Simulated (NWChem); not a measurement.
CNO anion

```xyz
3

N      0.0000     0.0000     1.2618
C      0.0000     0.0000     0.0709
O      0.0000     0.0000    -1.1594
```
Atoms are numbered in this order, from 1.

Results from NWChem. The geometry was optimised at B3LYP/def2-SVPD. Level: PBE0/aug-cc-pVDZ with SMD (1 M gas to 1 M solution), gas-phase geometry. Reactions with the solvent are ignored.

```
solvent          dielectric constant  solvation free energy (kcal/mol)  cavity-dispersion-structure term (kcal/mol)
---------------  -------------------  --------------------------------  -------------------------------------------
water                           78.4                             -65.3                                          5.0
acetonitrile                    35.7                             -61.8                                          2.1
ethanol                         24.9                             -62.8                                          4.6
ethylene glycol                 40.2                             -61.9                                          7.5
```
